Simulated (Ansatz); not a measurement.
The lowest singlet and triplet of CH4Si (SMILES C=[SiH2]); geometries from B3LYP-D3(BJ)/def2-TZVP, each state relaxed from the structure named, with no frequency check.
Singlet (charge 0, multiplicity 1):
```xyz
6

C     -1.151    -0.055    -0.006
Si     0.548     0.026     0.003
H     -1.771     0.830    -0.068
H     -1.684    -0.995     0.049
H      1.400    -1.173     0.086
H      1.283     1.300    -0.072
```

A positive gap puts the triplet lower; no zero-point energy. R- takes a restricted singlet. U- takes an unrestricted singlet (broken symmetry where lower, unprojected). The triplet is unrestricted in single-reference levels. Active spaces average the two states.

Frozen-core correlation.

The values were computed with Ansatz (a quantum-chemistry and plane-wave program). Each number belongs to the level named beside it.

```tsv
level	gap E(singlet) − E(triplet), vertical, at the singlet's geometry (kcal/mol)
R-PBE0/def2-TZVPP	-58.64
U-MP2/cc-pV(D+d)Z (spin-contaminated)	-59.53
R-SCS-MP2/cc-pV(D+d)Z	…
U-SCS-MP2/cc-pV(D+d)Z (spin-contaminated)	-59.71
R-CCSD/cc-pV(D+d)Z	-63.15
U-CCSD/cc-pV(D+d)Z (spin-contaminated)	-62.79
R-CCSD(T)/cc-pV(D+d)Z	-65.86
U-CCSD(T)/cc-pV(T+d)Z (spin-contaminated)	-64.99
SA-CASSCF(2,2)/cc-pV(T+d)Z	-59.60
```

### Question
Fill in the missing entries.

### Answer

- R-SCS-MP2/cc-pV(D+d)Z, gap E(singlet) − E(triplet), vertical, at the singlet's geometry (kcal/mol): -67.29

Doubts at one or more of the structures used: a restricted determinant that unrestricted orbitals would lower (R-SCS-MP2/cc-pV(D+d)Z, R-CCSD/cc-pV(D+d)Z, R-CCSD(T)/cc-pV(D+d)Z); T1 above 0.05 (U-CCSD/cc-pV(D+d)Z (spin-contaminated), U-CCSD(T)/cc-pV(T+d)Z (spin-contaminated)).
